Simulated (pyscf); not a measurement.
PySCF, gas phase, ωB97X-D3(BJ)/def2-SVP geometries. Correlated levels are frozen-core, on RHF or UHF. ΔMP2 is the change of the MP2 total energy from the triple- to the quadruple-zeta basis.

SMILES: [SnH3][I]
```xyz
5

Sn     0.2311    -0.1224    -0.1941
I      0.6222     0.1078    -2.8130
H     -0.5007     1.3216     0.3310
H     -0.7850    -1.4671     0.0427
H      1.7584    -0.3520     0.5207
```
Charge 0, spin multiplicity 1.

Question: How much does it cost (ΔH, 298 K, CCSD(T)/def2-TZVPP + ΔMP2(QZVPP)) to split H₃Sn–I (SMILES [SnH3][I]) at its I–Sn bond into SnH₃• + I•?

Answer: I–Sn to SnH₃• + I•: 3.18 eV. The CCSD(T) − MP2 part came from Ansatz, without density fitting, on the same reference. The frozen core leaves the outer d or s,p core shells of the metals and heavy elements correlated in the MP2 and CC values, and def2-TZVPP describes them poorly, which can shift differences by a few kcal/mol. Left out: the spin-orbit lowering of I, which is large for Br, Se, Te and I. Elements past Kr carry the def2 core potentials, without spin-orbit coupling.
